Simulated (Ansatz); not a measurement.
Reactions of C$_{2}$H$_{6}$Mg, SMILES `C[CH2][MgH]`.

Computed with Ansatz on PBE0-D4/def2-TZVP structures; ΔE is electronic, products minus reactants. CCSD(T)/CBS is the MP2 limit (def2-TZVPP, def2-QZVPP) plus CCSD(T) − MP2 in def2-TZVPP, frozen cores. This one scheme is used for every species. DFT in def2-TZVPP. Elements past krypton have def2 core potentials. For Mg, Sn outer-core shells are correlated without core-valence functions, which leaves a few kJ/mol of doubt a bond. Each species was taken in one conformer, which may not be the lowest.

| reaction | PBE-D4 (kcal/mol) | ωB97X-V (kcal/mol) | ωB97M-V (kcal/mol) | B2PLYP (kcal/mol) |
| --- | --- | --- | --- | --- |
| `C[CH2][MgH]` + `C#[C][SnH]([CH3])[Cl]` → `C[CH2][Mg][Cl]` + `C#[C][SnH2][CH3]` | -25.2 | -26.3 | -26.4 | -27.3 |
| `C[CH2][MgH]` + `C[S][Al]([NH2])[F]` → `C[S][MgH]` + `C[CH2][Al]([NH2])[F]` | -8.9 | -9.8 | -9.7 | -9.6 |
| `C[CH2][MgH]` + `CO[SiH2]O[SiH3]` → `C[O][MgH]` + `CC[SiH2]O[SiH3]` | -10.2 | -10.6 | -9.9 | -9.8 |
| `C[CH2][MgH]` + `O[SiH3]` → `[MgH][O][SiH3]` + `CC` | -43.9 | -47.4 | -46.5 | -48.1 |
| `C[CH2][MgH]` + `OBNCO` → `C[CH2][Mg][OH]` + `CNBO` | -42.2 | -43.5 | -44.1 | -46.3 |
| `C[CH2][MgH]` + `CC[CH](C)[AlH2]` → `C[CH2][Mg][CH2]C` + `C[CH2][AlH2]` | -2.7 | -1.3 | -1.9 | -4.5 |
| `C[CH2][MgH]` + `O[SiH3]` → `CCO[SiH3]` + `[MgH2]` | 10.4 | 8.0 | 9.6 | 10.7 |

Question: Give the CCSD(T)/CBS values in the same order. (An estimate is asked.)

Answer: Computed: -26.8, -9.0, -10.4, -47.8, -47.4, -4.0, 11.8 kcal/mol.

Largest T1 diagnostic: 0.013, for `C#[C][SnH2][CH3]`.
